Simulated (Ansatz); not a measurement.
`Cl[SiH]1C[SiH2]1` and `C1[SiH2][SiH2]1` differ in one atom or group.

Ansatz, PBE0-D4/def2-TZVP geometries, multiplicity 1. 

```tsv
property	`Cl[SiH]1C[SiH2]1`
HOMO–LUMO gap (PBE/def2-TZVPP) / eV	4.28
HOMO–LUMO gap (B3LYP/def2-TZVPP) / eV	5.85
ideal-gas entropy at 298 K and 1 bar (rigid rotor, harmonic PBE0-D4/def2-TZVP) / J/(mol·K)	329
size of the dipole moment (PBE/def2-TZVPP) / D	1.35
HOMO–LUMO gap (PBE0/def2-TZVPP) / eV	6.20
LUMO energy (PBE/def2-TZVPP) / eV	-1.53
```

Question: What does the change do to each property? (Best estimate.)

Answer: The calculation gave: 
| property | `C1[SiH2][SiH2]1` | shift |
| --- | --- | --- |
| HOMO–LUMO gap (PBE/def2-TZVPP) / eV | 4.76 | 0.48 |
| HOMO–LUMO gap (B3LYP/def2-TZVPP) / eV | 6.18 | 0.33 |
| ideal-gas entropy at 298 K and 1 bar (rigid rotor, harmonic PBE0-D4/def2-TZVP) / J/(mol·K) | 288 | -41 |
| size of the dipole moment (PBE/def2-TZVPP) / D | 0.52 | -0.83 |
| HOMO–LUMO gap (PBE0/def2-TZVPP) / eV | 6.57 | 0.37 |
| LUMO energy (PBE/def2-TZVPP) / eV | -0.97 | 0.56 |

With PBE0 the HOMO rises by 0.11 eV and the LUMO rises by 0.49 eV, so the gap widens by about 0.38 eV. PBE moves the HOMO by 0.07 eV and ωB97M-V by 0.10 eV. Dipoles are sizes alone; their direction can turn.

B3LYP here is the variant with VWN-RPA as its local correlation; programs differ in this.
